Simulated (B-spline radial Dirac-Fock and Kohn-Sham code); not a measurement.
Atomic SCF run for Gd⁴⁺

ΔSCF core binding energies without Breit or QED terms, calculated with a B-spline atomic structure program. Keys: rel is the Hamiltonian (dirac, or spin-free x2c and nr, where L3 and M5 stand for the whole 2p and 3d shells), method is hf or an exchange,correlation pair (spin-unpolarised, also for the hole states), nuc the nuclear model, radius_factor scales its radius, rmax is the box in bohr, h the logarithmic mesh step, order the B-spline order, points the quadrature points per cell, c_factor scales the speed of light, and damp, ndamp, maxit and tol steer the iteration. The run stops when the commutator error falls below 10·tol·max(1, Z/10), or the numerical noise floor, and the energy has settled to about 1e-8 Ha; the virial ratio is −V/T.

Input (task.json):

```json
{"items": [{"Z": 64, "q": 4, "cfg": [[1, 0, 2], [2, 0, 2], [2, 1, 6], [3, 0, 2], [3, 1, 6], [3, 2, 10], [4, 0, 2], [4, 1, 6], [4, 2, 10], [4, 3, 6], [5, 0, 2], [5, 1, 6]], "A": 158, "rrms": 5.1569, "do": "settings", "holes": ["K", "L3", "M5"],
  "settings": [{"rel": "dirac", "method": "hf", "nuc": "fermi", "radius_factor": 100.0, "rmax": 45.0, "h": 0.3, "order": 8, "points": 10, "c_factor": 1.0, "maxit": 51, "damp": 0.5, "ndamp": 3, "tol": 1e-08}]}]}
```

Command: `python xray2_run.py task.json out`

Ground-state iterations:

```
iter   energy (Ha)        error
   1   -10129.52347713  2.95e+00
   2   -10150.48778329  1.17e+00
   3   -10166.31968941  3.19e-01
   4   -10167.40839148  1.08e-01
   5   -10167.49998346  3.04e-02
   6   -10167.51024182  1.67e-02
   7   -10167.51341684  2.82e-03
   8   -10167.51348962  6.60e-04
   9   -10167.51349419  3.20e-05
  10   -10167.51349420  8.87e-07
  11   -10167.51349420  4.20e-08
```

The ground state converged in 11 iterations, with total energy -10167.51349 Ha, virial ratio 2.07215 and highest orbital energy -68.99 eV. ΔSCF binding energies: K (1s) 38188.5 eV, L3 (2p3/2) 7390.0 eV, M5 (3d5/2) 1273.6 eV.

Q: One setting is unsound. Which, and why?

A: radius_factor inflates the nucleus far beyond its size, which weakens the binding of the inner electrons. With the default settings (Dirac Hartree-Fock): The ground state converged in 11 iterations, with total energy -11271.45848 Ha, virial ratio 1.91721 and highest orbital energy -65.30 eV. ΔSCF binding energies: K (1s) 50513.7 eV, L3 (2p3/2) 7321.9 eV, M5 (3d5/2) 1251.2 eV.
